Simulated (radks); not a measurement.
Values are calculated unless marked as measured or tabulated.
Initial-state core-level shifts of neutral gadolinium when its valence configuration changes from [Xe] 4f7 5d1 6s2. Code: a radial shooting solver on a logarithmic mesh with Libxc functionals. Model: non-relativistic Kohn-Sham, r2SCAN, spin-polarised, spherical densities, point nucleus; open shells are filled with parallel spins first (spin-orbit coupling, left out, can overturn this in heavy ions); meta-GGA in the generalised Kohn-Sham scheme; relativity is left out, which matters for an element this heavy. Shifts are changes of the shell-averaged eigenvalues in eV (positive: less bound); the change of the density at the nucleus, which sets a Mossbauer isomer shift, is in e/bohr^3, on a base of 1.866e+05.

| valence | 2s | 3p | 3d | 5s | density at nucleus |
|---|---|---|---|---|---|
| 4f6 5d1 6s2 6p1 | -13.130 | -14.171 | -14.074 | -7.054 | +16.84 |
| 4f7 6s2 6p1 | -3.704 | -3.648 | -3.660 | -3.572 | +4.25 |
| 4f7 5d2 6s1 | +2.579 | +2.546 | +2.552 | +2.576 | -6.82 |
| 4f7 5d1 6s1 6p1 | -0.704 | -0.707 | -0.708 | -0.671 | -4.94 |
| 4f6 5d3 6s1 | -6.161 | -7.280 | -7.164 | -0.435 | +4.83 |
| 4f7.5 5d0.5 6s2 | +3.900 | +4.342 | +4.295 | +1.630 | -5.27 |
| 4f6.5 5d1.5 6s2 | -4.485 | -5.011 | -4.957 | -1.686 | +6.00 |
| 4f5.5 5d2.5 6s2 | -13.979 | -15.669 | -15.503 | -4.922 | +18.74 |
